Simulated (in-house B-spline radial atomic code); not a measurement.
Settings and results of a run for the lead ion Pb²⁺ (with a hole in an inner shell). Level of theory: Dirac-Kohn-Sham relativistic LDA, spherical fractional occupations, Fermi nucleus of rms radius 5.5012 fm; calculated with a radial B-spline atomic code at the basis-set limit.

In the input, a minus or plus after the letter marks the j = l - 1/2 or j = l + 1/2 subshell.

Command:
```bash
python run_scf.py task.json out
```
Settings (nuclear radius in fm, mass in u):
```
Z                82
configuration    1s2 2s2 2p6 3s2 3p6 3d10 4s2 4p-1 4p+4 4d10 4f14 5s2 5p6 5d10 6s2 6p1
hamiltonian      dirac
method           lda_x_rel,vwn
spin_polarised   False
nucleus          fermi
rms_radius       5.5012
atomic_mass      207.97665
speed_of_light   137.035999084
```

Output (hartree, bohr):
```
 radial grid: 81 intervals, B-splines of order 8, outer radius 60 bohr

 iter        energy (Eh)    residual
    1      -20838.017718    1.32e+00
    2      -20839.080333    9.53e-02
    3      -20839.144246    4.29e-02
    4      -20839.149154    1.92e-02
    5      -20839.149789    1.88e-03
    6      -20839.149833    5.46e-04
    7      -20839.149840    1.28e-04
    8      -20839.149841    4.34e-05
    9      -20839.149841    1.83e-07

 total energy                    -20839.14984
 kinetic                           24122.0208
 electron-nucleus                 -52576.5380
 Hartree                            7947.0730
 exchange-correlation               -331.7057

 first-order corrections (not in the total)
   Gaunt                            27.3781
   retardation                      -2.9096
   frequency dependence             -0.5506
   self-energy                      20.7744
   Uehling                          -4.4037
   Wichmann-Kroll                    0.2028
   recoil                            0.0329

 orbital      occ     eigenvalue          <r>       <r^2>       <1/r>     <1/r^2>       r_max    small
 1s1/2      2.000     -3209.3677    0.0161337 0.000360857     100.729       25669    0.009899  9.70e-02
 2s1/2      2.000      -575.7082    0.0671965  0.00540951     24.9261     3726.12     0.05764  2.24e-02
 2p1/2      2.000      -553.6357    0.0550929  0.00380307     24.8882     1175.32     0.04215  2.25e-02
 2p3/2      4.000      -474.2731      0.06396   0.0049813     19.9105     542.537     0.04984  1.98e-02
 3s1/2      2.000      -139.4941      0.17458   0.0350064      9.1508     859.456      0.1621  7.55e-03
 3p1/2      2.000      -129.4002     0.164885   0.0317601     9.06913     277.642      0.1508  7.51e-03
 3p3/2      4.000      -111.6646     0.181067   0.0380714     7.76359     130.027      0.1664  6.72e-03
 3d3/2      4.000       -94.8837     0.157138   0.0289818     7.67098     73.8785       0.129  6.62e-03
 3d5/2      6.000       -91.0837     0.162053   0.0306935     7.37894     67.1586      0.1332  6.41e-03
 4s1/2      2.000       -32.6533     0.384298    0.166857     3.90396     225.699      0.3634  2.62e-03
 4p1/2      1.000       -28.2553     0.384966    0.168778     3.79906     71.7825      0.3605  2.53e-03
 4p3/2      4.000       -23.8651     0.418997    0.199519     3.34541     33.8243      0.3919  2.23e-03
 4d3/2      4.000       -16.6408     0.422291     0.20593      3.1569     18.0977      0.3823  2.03e-03
 4d5/2      6.000       -15.8115      0.43313    0.216409     3.05447     16.4347      0.3918  1.96e-03
 4f5/2      6.000        -6.4082     0.442632    0.233496     2.73281     9.19654      0.3444  1.61e-03
 4f7/2      8.000        -6.2170     0.448546    0.239697     2.69409     8.91661      0.3487  1.58e-03
 5s1/2      2.000        -6.2852     0.843502    0.797338     1.64767     50.7574      0.7834  7.32e-04
 5p1/2      2.000        -4.7453     0.896792    0.906519     1.53022     14.9964      0.8183  6.47e-04
 5p3/2      4.000        -3.8812     0.984518     1.09298     1.36082     7.06981       0.893  5.48e-04
 5d3/2      4.000        -1.7097      1.21099     1.69139     1.08832     2.85087       1.025  3.64e-04
 5d5/2      6.000        -1.6017      1.25172     1.80852     1.04882     2.55697       1.055  3.42e-04
 6s1/2      2.000        -1.1246      2.09251      4.9052    0.615777     7.46757       1.861  1.28e-04
 6p1/2      0.333        -0.7855      2.44565     6.73168    0.520508     1.82996       2.134  9.18e-05
 6p3/2      0.667        -0.6885        2.694      8.1518    0.467549     0.89385       2.364  7.61e-05
```

Cost of the run: 1.2 s on 1 thread of Arm Neoverse V2 (shared host).

For the Dirac Hamiltonian the kinetic term is c α·p + (β - 1)c².
